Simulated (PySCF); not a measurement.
## Potential energy of LaS along the bond

Set-up: PySCF, spin-free X2C with a Gaussian nucleus, basis sets La x2c-SVPall, S x2c-SVPall. Energies in eV from La (5d1 6s2) + S in their ground configurations at the same level. State: doublet, about 0.1 electrons in the 4f shell (Mulliken).

All columns are r²SCAN. A positive dipole means La(−)S(+).

| R (Å) | E (eV) | μ (D) | Mulliken charge on La (basis-dependent) | HOMO (eV) | LUMO (eV) | Mayer bond order | ⟨S²⟩ |
| --- | --- | --- | --- | --- | --- | --- | --- |
| 2.034 | -4.128 | -3.08 | 0.12 | -3.35 | -2.26 | 2.62 | 0.75 |
| 2.128 | -5.092 | -3.84 | 0.19 | -3.47 | -2.42 | 2.57 | 0.75 |
| 2.223 | -5.637 | -4.53 | 0.25 | -3.60 | -2.59 | 2.51 | 0.75 |
| 2.294 | -5.840 | -5.01 | 0.29 | -3.69 | -2.73 | 2.48 | 0.75 |
| 2.365 | -5.909 | -5.46 | 0.32 | -3.78 | -2.85 | 2.45 | 0.75 |
| 2.436 | -5.873 | -5.88 | 0.35 | -3.86 | -2.98 | 2.43 | 0.75 |
| 2.531 | -5.705 | -6.39 | 0.37 | -3.96 | -3.13 | 2.41 | 0.75 |
| 2.649 | -5.361 | -6.96 | 0.39 | -4.07 | -3.30 | 2.39 | 0.76 |
| 2.791 | -4.834 | -7.54 | 0.40 | -4.18 | -3.48 | 2.37 | 0.77 |
| 2.980 | -4.053 | -7.98 | 0.40 | -4.28 | -3.68 | 2.32 | 0.84 |

A fit through these points gives, at Re = 2.373 Å, μ = -5.51 D and dμ/dR = -6.04 D/Å; the reduced mass is 25.99 u.

Problem. How strong is the fundamental in the double-harmonic approximation, I = 42.26·(dμ/dR)²/μred km/mol?

Solution. I = 42.26·(-6.04)²/25.99 = 59.3 km/mol at r²SCAN.

These are scalar-relativistic numbers at best; spin–orbit coupling would shift them, the dissociation energy most. With d or f electrons several states lie close, and the lowest PBE0 determinant need not be the measured ground state.
